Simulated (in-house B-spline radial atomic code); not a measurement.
## The oxygen ion O⁺: [He] 2s2 2p3

Level of theory: non-relativistic B3LYP, spin-polarised, spherical fractional occupations, point nucleus; calculated with a B-spline radial code for spherical atoms.

Screening seen three ways: the hydrogenic charge with the same mean radius, Z_r = [3n² - l(l+1)]/(2<r>), the one with the same energy, Z_e = n√(-2ε), and Slater's rules. Values are occupation-weighted means over spin.

| shell | electrons | ε (eV) | <r> (bohr) | Z_r | Z_e | Slater |
| --- | --- | --- | --- | --- | --- | --- |
| 1s | 2 | -542.29 | 0.1995 | 7.52 | 6.31 | 7.70 |
| 2s | 2 | -41.004 | 1.094 | 5.48 | 3.47 | 4.90 |
| 2p | 3 | -28.436 | 1.081 | 4.63 | 2.89 | 4.90 |

The least bound orbital is 2p up at -28.44 eV, while the most diffuse is 2s down (<r> = 1.117 bohr against 1.081 bohr): energy order and size order differ.
